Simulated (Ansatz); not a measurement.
`[CH3][In]([F])[GeH3]`. Total charge 0; spin multiplicity 1. In: def2 effective core potential. The geometry is a stationary point of PBE0-D4/def2-TZVP.

```xyz
10

C     1.443    1.435   -0.935
In   -0.069   -0.030   -0.559
F    -0.786   -0.655   -2.288
Ge   -1.252   -1.259    1.391
H     1.189    1.967   -1.852
H     2.400    0.929   -1.076
H     1.535    2.139   -0.107
H    -2.367   -2.181    0.878
H    -0.232   -2.104    2.176
H    -1.861   -0.241    2.372
```

Problem. What is the dipole moment at PBE/def2-TZVPP? (Estimate.)

Solution. Computed: 3.10 D, with components (1.41, 1.25, 2.46) D in this frame, pointing from negative to positive charge.

Problem. And with r2SCAN, B3LYP, ωB97M-V? (Best estimate.)

Solution. Ansatz gave: r2SCAN 3.20 D, B3LYP 3.26 D, ωB97M-V 3.24 D.

Problem. Give the Mulliken charges with PBE, r2SCAN, ωB97M-V in def2-TZVPP. (Estimate.)

Solution. Computed: 
| atom | PBE | r2SCAN | ωB97M-V |
| --- | --- | --- | --- |
| C1 | -0.52 | -0.45 | -0.58 |
| In2 | 0.70 | 0.74 | 0.73 |
| F3 | -0.46 | -0.51 | -0.51 |
| Ge4 | -0.08 | -0.05 | -0.12 |
| H5 | 0.13 | 0.10 | 0.15 |
| H6 | 0.11 | 0.09 | 0.13 |
| H7 | 0.12 | 0.09 | 0.14 |
| H8 | 0.01 | 0.00 | 0.03 |
| H9 | 0.00 | -0.01 | 0.02 |
| H10 | 0.00 | -0.01 | 0.02 |

B3LYP here is the variant with VWN-RPA as its local correlation; programs differ in this.
